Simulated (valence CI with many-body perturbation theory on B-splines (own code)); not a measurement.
**Os5+: E2, M1 decay**

Calculated by valence CI with perturbative core correlation (CI+MBPT): three valence electrons over a frozen Dirac-Fock core [Xe] 4f14, a basis of 9 s, 9 p, 10 d, 8 f, 5 g, 3 h, 1 i functions for each j, with the one-electron correlation potential Σ1 (screened to all orders), the two-electron term Σ2, the three-electron term Σ3, Breit, model QED; selected single and double excitations, second order for the rest, scaled by the run's own slope (own B-spline code, finite nucleus).

Set against measurement, 68 paired levels are off by 1430 cm⁻¹ on average, the worst by 5347. 1 measured level below the end of the list, from 220745 cm⁻¹ on, found no clear computed partner.

Lines 1 to 50 of 119 in falling wavelength, among levels below 27.561 eV, chosen from the decays that carry over 1 % of a level's rate. Wavelengths and rates use the calculated energies, so an error of 1000 cm⁻¹ moves a line at 10740 Å by 11 % and its rate by three times that or more. Electric multipoles are in the length gauge, E1 and E2 with the static RPA response of the core. Weak lines are less certain than strong ones. Lines between different terms over intervals too small for the method are left out, as are lines whose strength nearly cancels and 1 of this kind that miss the measured wavelength by over 7 %.

Levels are named by their leading jj configuration (3d3/2^4 stands for four electrons in 3d with j = 3/2), which in mixed levels can hold well under half, so a name can repeat and another be missing. Letters in brackets count levels of one name in rising energy.

| λ vac (Å) | λ from measured levels | Upper | Lower | Type | A (s⁻¹) | Branch % |
| --- | --- | --- | --- | --- | --- | --- |
| 42670 | 42690 | (5d3/2^2 5d5/2) J=1/2 | (5d3/2^2 5d5/2) J=3/2 | M1 | 3.51e-01 | 9.6 |
| 30270 | 30920 | (5d3/2^2 5d5/2) J=9/2 | (5d3/2^2 5d5/2) J=7/2 | M1 | 6.69e-01 | 100.0 |
| 19710 | 19810 | (5d3/2^2 5d5/2) J=7/2 | (5d3/2^2 5d5/2) J=5/2 | M1 | 4.62e+00 | 100.0 |
| 15890 | 15630 | (5d3/2^2 5d5/2) J=5/2 | (5d3/2^3) J=3/2 | M1 | 9.35e+00 | 100.0 |
| 14940 | 15330 | (5d3/2 5d5/2^2) J=5/2 [b] | (5d3/2 5d5/2^2) J=3/2 [a] | M1 | 2.59e+00 | 6.3 |
| 12260 | 12300 | (5d3/2 5d5/2^2) J=11/2 | (5d3/2 5d5/2^2) J=9/2 | M1 | 3.82e+00 | 33.6 |
| 10740 | 10700 | (5d3/2 5d5/2^2) J=9/2 | (5d3/2^2 5d5/2) J=9/2 | M1 | 1.18e+01 | 51.0 |
| 10220 | 10430 | (5d3/2 5d5/2^2) J=5/2 [b] | (5d3/2 5d5/2^2) J=5/2 [a] | M1 | 1.85e+00 | 4.5 |
| 9625 | 9617 | (5d3/2 5d5/2^2) J=5/2 [a] | (5d3/2^2 5d5/2) J=3/2 | M1 | 1.05e+01 | 77.7 |
| 8981 | 8992 | (5d3/2 5d5/2^2) J=3/2 [a] | (5d3/2^2 5d5/2) J=1/2 | M1 | 6.13e+00 | 8.2 |
| 8780 | 8816 | (5d5/2^3) J=3/2 | (5d3/2 5d5/2^2) J=1/2 | M1 | 1.09e+01 | 15.0 |
| 8572 | 8714 | (5d3/2 5d5/2^2) J=7/2 [a] | (5d3/2^2 5d5/2) J=7/2 | M1 | 9.17e+00 | 25.0 |
| 8211 | 8273 | (5d3/2 5d5/2^2) J=1/2 | (5d3/2^2 5d5/2) J=1/2 | M1 | 3.12e+01 | 93.6 |
| 8042 | 8124 | (5d5/2^3) J=3/2 | (5d3/2 5d5/2^2) J=3/2 [a] | M1 | 1.91e+01 | 26.3 |
| 7929 | 7946 | (5d3/2 5d5/2^2) J=9/2 | (5d3/2^2 5d5/2) J=7/2 | M1 | 1.14e+01 | 49.0 |
| 7638 | 7698 | (5d5/2^3) J=9/2 | (5d3/2 5d5/2^2) J=9/2 | M1 | 2.43e+01 | 41.5 |
| 7420 | 7427 | (5d3/2 5d5/2^2) J=3/2 [a] | (5d3/2^2 5d5/2) J=3/2 | M1 | 3.20e+01 | 42.8 |
| 7154 | 7471 | (5d3/2 5d5/2^2) J=5/2 [a] | (5d3/2^2 5d5/2) J=7/2 | M1 | 1.19e+00 | 8.8 |
| 7123 | 7092 | (5d5/2^3) J=9/2 | (5d3/2 5d5/2^2) J=7/2 [a] | M1 | 2.56e+01 | 43.8 |
| 6886 | 6930 | (5d3/2 5d5/2^2) J=1/2 | (5d3/2^2 5d5/2) J=3/2 | M1 | 6.85e-01 | 2.1 |
| 6686 | 6930 | (5d3/2^2 5d5/2) J=3/2 | (5d3/2^3) J=3/2 | M1 | 1.33e+01 | 86.0 |
| 6604 | 6769 | (5d3/2 5d5/2^2) J=5/2 [c] | (5d3/2 5d5/2^2) J=5/2 [a] | M1 | 5.90e+00 | 25.7 |
| 6442 | 6504 | (5d5/2^3) J=3/2 | (5d3/2 5d5/2^2) J=5/2 [a] | M1 | 1.82e+01 | 25.1 |
| 6291 | 6403 | (5d3/2 5d5/2^2) J=7/2 [b] | (5d3/2 5d5/2^2) J=5/2 [a] | M1 | 3.66e-01 | 1.5 |
| 5974 | 6052 | (5d3/2 5d5/2^2) J=7/2 [a] | (5d3/2^2 5d5/2) J=5/2 | M1 | 2.74e+01 | 74.8 |
| 5780 | 5962 | (5d3/2^2 5d5/2) J=1/2 | (5d3/2^3) J=3/2 | M1 | 3.09e+00 | 84.3 |
| 5780 | 5962 | (5d3/2^2 5d5/2) J=1/2 | (5d3/2^3) J=3/2 | E2 | 2.13e-01 | 5.8 |
| 5729 | 5995 | (5d3/2 5d5/2^2) J=5/2 [c] | (5d3/2 5d5/2^2) J=7/2 [a] | M1 | 3.49e+00 | 15.2 |
| 5725 | 5722 | (5d3/2 5d5/2^2) J=11/2 | (5d3/2^2 5d5/2) J=9/2 | M1 | 7.54e+00 | 66.3 |
| 5492 | 5705 | (5d3/2 5d5/2^2) J=7/2 [b] | (5d3/2 5d5/2^2) J=7/2 [a] | M1 | 6.88e+00 | 27.7 |
| 5249 | 5426 | (5d3/2 5d5/2^2) J=5/2 [a] | (5d3/2^2 5d5/2) J=5/2 | M1 | 1.49e+00 | 11.1 |
| 4958 | 5003 | (5d3/2 5d5/2^2) J=5/2 [b] | (5d3/2^2 5d5/2) J=3/2 | M1 | 3.73e+00 | 9.1 |
| 4879 | 5074 | (5d3/2 5d5/2^2) J=3/2 [b] | (5d5/2^3) J=3/2 | M1 | 2.18e+00 | 2.1 |
| 4790 | 4924 | (5d3/2 5d5/2^2) J=3/2 [b] | (5d3/2 5d5/2^2) J=5/2 [c] | M1 | 1.76e+01 | 16.7 |
| 4739 | 4864 | (5d5/2^3) J=5/2 | (5d3/2 5d5/2^2) J=7/2 [b] | M1 | 1.62e+01 | 9.9 |
| 4657 | 4807 | (5d5/2^3) J=5/2 | (5d5/2^3) J=3/2 | M1 | 3.39e+00 | 2.1 |
| 4576 | 4672 | (5d5/2^3) J=5/2 | (5d3/2 5d5/2^2) J=5/2 [c] | M1 | 3.37e+01 | 20.7 |
| 4517 | 4652 | (5d3/2 5d5/2^2) J=3/2 [a] | (5d3/2^2 5d5/2) J=5/2 | M1 | 2.63e+01 | 35.2 |
| 4464 | 4476 | (5d5/2^3) J=9/2 | (5d3/2^2 5d5/2) J=9/2 | M1 | 1.83e+00 | 3.1 |
| 4209 | 4353 | (5d3/2 5d5/2^2) J=5/2 [b] | (5d3/2^2 5d5/2) J=7/2 | M1 | 2.64e+01 | 64.4 |
| 3957 | 4169 | (5d5/2^3) J=5/2 | (5d5/2^3) J=9/2 | E2 | 1.99e+00 | 1.2 |
| 3945 | 4028 | (5d3/2 5d5/2^2) J=5/2 [a] | (5d3/2^3) J=3/2 | M1 | 2.29e-01 | 1.7 |
| 3917 | 3973 | (5d3/2 5d5/2^2) J=5/2 [c] | (5d3/2^2 5d5/2) J=3/2 | M1 | 4.33e+00 | 18.9 |
| 3890 | 3910 | (5d5/2^3) J=9/2 | (5d3/2^2 5d5/2) J=7/2 | M1 | 6.17e+00 | 10.5 |
| 3859 | 3880 | (5d5/2^3) J=3/2 | (5d3/2^2 5d5/2) J=3/2 | M1 | 3.92e+00 | 5.4 |
| 3812 | 3923 | (5d3/2 5d5/2^2) J=3/2 [b] | (5d3/2 5d5/2^2) J=5/2 [b] | M1 | 2.48e+01 | 23.5 |
| 3764 | 3881 | (5d3/2 5d5/2^2) J=7/2 [b] | (5d3/2^2 5d5/2) J=9/2 | M1 | 1.12e+01 | 45.0 |
| 3764 | 3881 | (5d3/2 5d5/2^2) J=7/2 [b] | (5d3/2^2 5d5/2) J=9/2 | E2 | 5.73e-01 | 2.3 |
| 3675 | 3761 | (5d5/2^3) J=5/2 | (5d3/2 5d5/2^2) J=5/2 [b] | M1 | 3.31e+00 | 2.0 |
| 3517 | 3585 | (5d3/2 5d5/2^2) J=3/2 [a] | (5d3/2^3) J=3/2 | M1 | 9.94e+00 | 13.3 |
